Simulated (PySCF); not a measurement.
Radial density of O (oxygen, neutral)

LDA, [He] 2s2 2p4, high-spin 3P determinant. Calculation: PySCF 2.14, in jorge-DZP-DKH (4s2p1d, 15 functions); scalar relativity by spin-free X2C-1e.

| r (bohr) | 4πr²ρ (e/bohr) | 4πr²(ρα − ρβ) |
| --- | --- | --- |
| 0.00285 | 0.03103 | 0.0000 |
| 0.00480 | 0.08581 | 0.0000 |
| 0.00808 | 0.2298 | -0.0001 |
| 0.0136 | 0.5855 | -0.0002 |
| 0.0229 | 1.419 | -0.0005 |
| 0.0384 | 3.118 | -0.0004 |
| 0.0646 | 5.826 | 0.0033 |
| 0.109 | 8.264 | 0.0284 |
| 0.183 | 7.558 | 0.1401 |
| 0.308 | 4.016 | 0.4888 |
| 0.517 | 3.463 | 1.1910 |
| 0.870 | 4.773 | 1.5666 |
| 1.46 | 2.749 | 0.8704 |
| 2.46 | 0.5153 | 0.1542 |
| 4.14 | 0.01670 | 0.0059 |

Densities and radii are taken from the X2C orbitals without a picture-change correction, which distorts them close to the nucleus.
